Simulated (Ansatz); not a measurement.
Correlation energies of `S[SiH](S)S` by basis set

```xyz
8

S    -0.2641    1.6396   -1.4919
Si    0.1175    0.1760   -0.0017
S     1.9693   -0.6770   -0.6243
S    -1.5832   -1.1128    0.0305
H    -1.5728    1.7333   -1.1983
H     0.3075    0.7065    1.3697
H     2.3676   -0.9213    0.6354
H    -1.3419   -1.5444    1.2808
```

Total charge 0; spin multiplicity 1. All single points use the PBE0-D4/def2-TZVP geometry. It is one conformer, not always the lowest. Frozen core, restricted reference, Ansatz. CBS rows extrapolate triple and quadruple zeta; past MP2 they add the triple-zeta difference.

```csv
basis,HF (Eh),MP2 corr.,CCSD corr.,(T),CCSD(T) total
def2-SVP,-1483.47370,?,-0.54916,?,?
def2-TZVPP,-1483.99808,?,-0.71770,?,?
def2-QZVPP,-1484.04083,-0.71418,–,–,–
CBS(def2),-1484.04671,-0.75732,-0.81908,as TZ,-1484.89963
```

Q: Fill in the withheld values. (Best estimate.)

A: The calculation gave: def2-SVP MP2 corr.: -0.49032; def2-SVP (T): -0.01615; def2-SVP CCSD(T) total: -1484.03901; def2-TZVPP MP2 corr.: -0.65594; def2-TZVPP (T): -0.03384; def2-TZVPP CCSD(T) total: -1484.74962.
